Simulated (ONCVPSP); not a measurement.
## Before and after: ONCV potential for K (Z = 19)

ONCVPSP 4.0.1 input, shortened (lines: element, Z, core and valence counts, functional; n l f; lmax; l rc ep ncon nbas qcut; lloc lpopt rc5 dvloc0; l nproj debl; icmod fcfact rcfact), PBEsol, scalar-relativistic:

```
  K 19.00    3    3  -116133      upf
    1    0    2.00
    2    0    2.00
    2    1    6.00
    3    0    2.00
    3    1    6.00
    4    0    1.00
    2
    0    2.50    0.00    4    7    4.30
    1    1.25    0.00    4    7    6.90
    2    2.45    0.02    4    7    3.60
    4    5    1.00    2.00
    0    2    1.70
    1    2    3.00
    2    2    0.90
    3    2.25    1.15
```

All-electron outer shells of the reference configuration (PBEsol, scalar-relativistic, ld1.x):

```json
{"shell": "2p", "level (eV)": "-279.90", "outermost node (bohr)": "–", "outermost maximum (bohr)": "0.26"}
{"shell": "3s", "level (eV)": "-35.27", "outermost node (bohr)": "0.48", "outermost maximum (bohr)": "1.08"}
{"shell": "3p", "level (eV)": "-18.80", "outermost node (bohr)": "0.45", "outermost maximum (bohr)": "1.15"}
{"shell": "4s", "level (eV)": "-2.30", "outermost node (bohr)": "1.59", "outermost maximum (bohr)": "4.23"}
```

Change: all radii but the core radius scaled by about 1.06 (s 2.66, p 1.32, d 2.60 bohr); local potential polynomial inside 1.06 bohr (lpopt 5, dvloc0 2 Ha).

Cutoffs: the cutoffs (Ha) at which the residual kinetic energy of the hardest occupied pseudo-wave falls to 1 and 0.1 mHa per electron; they do not see the model core or the augmentation charge, which bear on the density cutoff. Errors are all-electron minus pseudo energies relative to the spin-unpolarised reference configuration.

Problem. Predict the effect on cutoff, ghosts and configuration errors.

Solution. The potential gets softer (18 Ha and 45 Ha → 12 Ha and 35 Ha); the errors of the 4 common tests hardly move; neither file shows a bound ghost. A larger radius leaves more room for a smooth pseudo-wave, so fewer plane waves are needed.

| quantity | base | changed |
| --- | --- | --- |
| cutoff, loose | 18 Ha | 12 Ha |
| cutoff, tight | 45 Ha | 35 Ha |
| loose cutoff by channel | s 4.9 Ha, p 18 Ha | s 5.0 Ha, p 12 Ha |
| bound ghosts | none | none |
| GHOST(+) flags under 300 eV | none | none |
| error for 3s2 3p6 4s0, meV [ΔE 4.22 eV] | -0.3 | -0.3 |
| error for 3s2 3p6 4s0.5, meV [ΔE 1.62 eV] | -0.1 | -0.1 |
| error for 3s2 3p6 4s0 4p1, meV [ΔE 1.52 eV] | -0.1 | -0.1 |
| error for 3s1 3p6 4s1, meV [ΔE 41.90 eV] | -258 | -271 |
| rms error of d²Exc/dni dnj with the model core, mHa | 1.04 | 1.10 |
